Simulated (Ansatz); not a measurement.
System: InBr2 (charge 0, doublet). It need not be the lowest isomer of its formula. SMILES: [Br][In][Br]
Geometry: optimised at B3LYP-D3(BJ)/def2-TZVP (Ansatz, a quantum-chemistry and plane-wave program).

Parts of the frozen-core correlation energy in def2-SVP (Ansatz, hartree). Frozen orbitals: 37; correlated occupied orbitals by spin: 9 and 8; virtual: 44 and 45. Open shells are spin-unrestricted. No spin-orbit coupling. Past Kr the def2 sets carry scalar-relativistic core potentials.

| term | value |
|---|---|
| reference (HF) | -5333.52404 |
| MP2 opposite-spin | … |
| MP2 same-spin | … |
| CCSD correlation | … |
| (T) | -0.00770 |
| T1 diagnostic | 0.015 |
| largest doubles amplitude | 0.031 |
| <S^2> of the reference | 0.764 |

### Question
Some entries are withheld; supply them.

### Answer

- MP2 opposite-spin, value: -0.19711
- MP2 same-spin, value: -0.07365
- CCSD correlation, value: -0.29594
